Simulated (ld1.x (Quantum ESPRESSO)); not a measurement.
Varying the ultrasoft potential for hydrogen (H)

Base potential:

```
Element                 : hydrogen
Generator               : ld1.x (Quantum ESPRESSO) 7.5
Type                    : ultrasoft
Functional              : PBEsol
Relativity              : non-relativistic
Frozen core             : none
Valence charge          : 1
Reference configuration : 1s1
Partial waves           : 1s (bound): rcut 0.60, rcutus 0.75 bohr; 1s channel at 0.1 Ry: rcut 0.60, rcutus 0.75 bohr; 2p channel at 0.05 Ry: rcut 0.50, rcutus 0.60 bohr; 2p channel at 0.55 Ry: rcut 0.50, rcutus 0.60 bohr
Local potential         : all-electron potential smoothed inside 0.65 bohr (lloc = -1)
Core correction         : none
Augmentation charge     : PSQ, radius 0.35 bohr
```

All-electron outer shells of the reference configuration (PBEsol, non-relativistic, ld1.x):

```
shell  level (eV)  outermost node (bohr)  outermost maximum (bohr)
   1s       -6.33                      –                      1.05
```

Cutoffs, loose and tight: the cutoffs (Ry, on a coarse ladder) from which the occupation-weighted sum of valence levels, in a spherical-Bessel basis at the reference potential, stays within 10 and 1 mRy of its value at 400 Ry. They do not see the model core or the augmentation charge, which bear on the density cutoff. Test errors are all-electron minus pseudo excitation energies from the reference, over the configurations 1s0.5. A dash means not determined; rows that change the core or the reference have their own tests.

| change | outcome | cutoff, loose | cutoff, tight | bound ghosts |
| --- | --- | --- | --- | --- |
| base | generated | 25 Ry | 55 Ry | none |
| all radii scaled by about 0.77 (s 0.58, p 0.46 bohr, rcut 0.46/0.38); local potential all-electron potential smoothed inside 0.50 bohr (lloc = -1); augmentation PSQ, radius 0.28 bohr | generated | 35 Ry | 80 Ry | none |
| all radii scaled by about 0.89 (s 0.66, p 0.54 bohr, rcut 0.54/0.44); local potential all-electron potential smoothed inside 0.58 bohr (lloc = -1); augmentation PSQ, radius 0.32 bohr | generated | 30 Ry | 70 Ry | none |
| all radii scaled by about 1.14 (s 0.86, p 0.68 bohr, rcut 0.68/0.56); local potential all-electron potential smoothed inside 0.74 bohr (lloc = -1); augmentation PSQ, radius 0.40 bohr | generated | 21 Ry | 45 Ry | none |
| all radii scaled by about 1.27 (s 0.96, p 0.76 bohr, rcut 0.76/0.64); local potential all-electron potential smoothed inside 0.82 bohr (lloc = -1); augmentation PSQ, radius 0.44 bohr | generated | 21 Ry | 40 Ry | none |
| all radii scaled by about 1.33 (s 1.00, p 0.80 bohr, rcut 0.80/0.68); local potential all-electron potential smoothed inside 0.88 bohr (lloc = -1); augmentation PSQ, radius 0.46 bohr | generated | 18 Ry | 35 Ry | none |

Reading the sweep of the scale of all radii (base = 1) (base included, trends over the rows without a ghost): The loose cutoff falls from 35 Ry at 0.77 to 18 Ry at 1.33. A larger radius leaves more room for a smooth pseudo-wave, so fewer plane waves are needed; a smaller one forces it to follow the all-electron wave where it bends sharply.
